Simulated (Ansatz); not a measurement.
Species: difluoro(fluorosilyl)silane, Si2H3F3 (charge 0, singlet). SMILES: F[SiH2][SiH](F)F
Geometry from a B3LYP-D3(BJ)/def2-TZVP (Ansatz, a first-principles code) optimisation:
```
Si
F 1 1.5979
F 1 1.6002 2 107.34
H 1 1.4757 2 107.51 3 115.67
Si 1 2.3559 4 116.60 2 -123.62
F 5 1.6107 1 108.26 4 55.01
H 5 1.4790 6 108.57 1 -120.90
H 5 1.4800 7 110.01 6 118.13
```
Charge 0, spin multiplicity 1.

Quantity: atomisation energy, in kcal/mol. Set-up: atomisation electronic, to ground-state atoms; six Cartesian d functions in 6-31G* and its kin unless marked 5d; spin-orbit terms left out; open shells spin-unrestricted; non-relativistic; frozen cores in correlated levels; no dispersion term unless named. CBS(X,Y): correlation extrapolated as X^-3; Hartree-Fock from the larger set. Ab initio and DFT rows: single points at B3LYP-D3(BJ) geometries (Ansatz).

Coupled cluster (Ansatz) is a level with limits of its own, used here on species with T1 under 0.025 (0.045 for open shells) and stable references: CCSD(T)/CBS(aug-cc-pV(T+d)Z,aug-cc-pV(Q+d)Z).

Value to compare with, CCSD(T)/CBS(aug-cc-pV(T+d)Z,aug-cc-pV(Q+d)Z) (Ansatz): 711.9 kcal/mol.

| level | program | atomisation energy (kcal/mol) | difference |
|---|---|---|---|
| HF/6-31G* | Ansatz | 517.2 | -194.7 |
| PBE/3-21G | Ansatz | 644.9 | -67.0 |
| B3LYP/6-31G | Ansatz | 580.7 | -131.2 |
| B3LYP/6-31G* | Ansatz | 684.6 | -27.3 |
| B3LYP/cc-pVDZ | Ansatz | 657.0 | -54.9 |
| PBE0/6-31G* | Ansatz | 679.3 | -32.6 |
| r2SCAN-D4/def2-TZVPD | Ansatz + dftd4 | 703.3 | -8.6 |
| B3LYP-D3(BJ)/def2-TZVPD | Ansatz + dftd3 | 698.7 | -13.2 |
| PBE0/def2-TZVPD | Ansatz | 687.4 | -24.5 |

Among the 6 habitual levels, HF/6-31G* lies farthest from CCSD(T)/CBS(aug-cc-pV(T+d)Z,aug-cc-pV(Q+d)Z) (Ansatz) (-194.7 kcal/mol) and B3LYP/6-31G* nearest (-27.3); 0 of 6 lie above it, and their mean absolute difference is 84.6 kcal/mol, the median 61.0. One case shows no general order.

The levels are drawn from those run, B3LYP/6-31G* more often than the rest, none by its result; left out are runs that failed, that the program found above a lower state of the same kind, or whose <S^2> lies over 0.5 above the pure value.
